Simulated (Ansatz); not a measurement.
Reaction (formal exchange of groups at the Sn–Ge bond): `[CH3][SnH2][GeH3]` + `CCl` → `[CH3][SnH2][CH2]Cl` + GeH₄

Program: Ansatz. Geometries: PBE0-D4/def2-TZVP. ΔE: electronic, gas phase. CCSD(T)/CBS is the MP2 limit (def2-TZVPP, def2-QZVPP) plus CCSD(T) − MP2 in def2-TZVPP, frozen cores. This one scheme is used for every species. def2 core potentials past Kr. For Ge, Sn outer-core shells are correlated without core-valence functions, which leaves a few kJ/mol of doubt a bond. Scalar relativity is left out up to krypton. Each species was taken in one conformer, which may not be the lowest.

```tsv
species	SCS-MP2/def2-QZVPP energy (Eh)
`[CH3][SnH2][GeH3]`	-2332.47726
`CCl`	-499.56493
`[CH3][SnH2][CH2]Cl`	-753.78913
GeH₄	-2078.22806
```

(1) Work out ΔE.

Largest T1 diagnostic among the species: 0.012.

## Answers

(1) ΔE = (-753.78913) + (-2078.22806) − (-2332.47726) − (-499.56493) = 0.02500 Eh = +0.68 eV. CCSD(T)/CBS gives +0.71 eV.

The D4 term adds −0.04 eV with B3LYP and −0.02 eV with PBE0; it sums over pairs of atoms, weighted by their polarisabilities, and B3LYP, whose exchange is more repulsive, gets the larger term. In def2-TZVPP, CCSD(T) changes the Hartree–Fock value by −0.09 eV (the triples alone add −0.02 eV) and MP2 by −0.09 eV.

B3LYP here is the variant with VWN-RPA as its local correlation; programs differ in this.
